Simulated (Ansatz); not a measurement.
Reaction (formal exchange of groups at a Ge–H bond): `[GeH3][SeH]` + `BCCBr` → `B[CH2][GeH2][SeH]` + `CBr`

Isolated molecules relaxed with PBE0-D4/def2-TZVP in Ansatz; ΔE leaves out vibrations. CCSD(T)/CBS is the MP2 limit (def2-TZVPP, def2-QZVPP) plus CCSD(T) − MP2 in def2-TZVPP, frozen cores. Functionals use def2-TZVPP. For Br, Ge, Se outer-core shells are correlated without core-valence functions, which leaves a few kJ/mol of doubt a bond. Scalar relativity is left out up to krypton. Each species was taken in one conformer, which may not be the lowest.

`[GeH3][SeH]`:

Z-matrix (Å, degrees):
```
Ge
Se 1 2.357
H 1 1.536 2 110.4
H 1 1.536 2 110.4 3 121.8
H 1 1.533 2 104.9 3 -119.1
H 2 1.469 1 93.0 3 -60.2
```

`BCCBr`:

```xyz
10

B    -0.639    1.126   -0.675
C     0.038   -0.269   -0.550
C     0.342   -0.758    0.845
Br    1.691    0.376    1.685
H    -0.696    1.668   -1.740
H    -1.175    1.635    0.266
H     0.915   -0.361   -1.199
H    -0.707   -0.950   -1.006
H     0.757   -1.764    0.875
H    -0.526   -0.702    1.499
```

`B[CH2][GeH2][SeH]`:

Cartesian coordinates in Å:
```
B -1.680 -0.439 -0.150
C -0.668 -0.291 0.990
Ge 1.067 -0.072 0.058
Se 0.815 1.725 -1.450
H -2.223 0.523 -0.611
H -1.885 -1.510 -0.645
H -0.762 0.602 1.611
H -0.507 -1.181 1.605
H 1.448 -1.354 -0.700
H 2.153 0.265 1.095
H 2.242 1.731 -1.801
```

`CBr`:

```xyz
5

C    -0.001    0.183   -0.029
Br    0.010   -1.726    0.270
H     0.498    0.378   -0.974
H     0.529    0.654    0.794
H    -1.036    0.511   -0.062
```

(1) Is it downhill or uphill in electronic energy at CCSD(T)/CBS, and by how much? (An estimate is asked.)

(2) What do these levels give: PBE0-D4, CCSD(T)/def2-TZVPP, HF/def2-QZVPP, HF/CBS(def2), MP2/CBS(def2), CCSD/CBS(def2)? (An estimate is asked.)

Largest T1 diagnostic among the species: 0.010.

Results:

(1) Computed: Downhill: ΔE = -0.52 eV.

(2) The calculation gave: PBE0-D4 -0.50, CCSD(T)/def2-TZVPP -0.52, HF/def2-QZVPP -0.38, HF/CBS(def2) -0.38, MP2/CBS(def2) -0.56, CCSD/CBS(def2) -0.49 eV.

The D4 term adds −0.03 eV with B3LYP and −0.02 eV with PBE0; it sums over pairs of atoms, weighted by their polarisabilities, and B3LYP, whose exchange is more repulsive, gets the larger term. In def2-TZVPP, CCSD(T) changes the Hartree–Fock value by −0.13 eV (the triples alone add −0.02 eV) and MP2 by −0.18 eV.

B3LYP here is the variant with VWN-RPA as its local correlation; programs differ in this.
